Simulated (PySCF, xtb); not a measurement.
siletan-1-amine (C3H9NSi), SMILES N[SiH]1CCC1.

GFN2-xTB in xtb at its own geometry gives an orbital gap of 5.30 eV and a dipole moment of 1.47 D.

The structure is a stationary point at PBE0-D3(BJ)/def2-SVP. Other conformers were not sampled.

Question: What does PBE/def2-TZVP (PySCF) give? (Estimate from the structure and the level; the computed values follow.)

Answer: gap 5.67 eV (levels -5.68 and 0.00 eV), dipole 1.25 D.
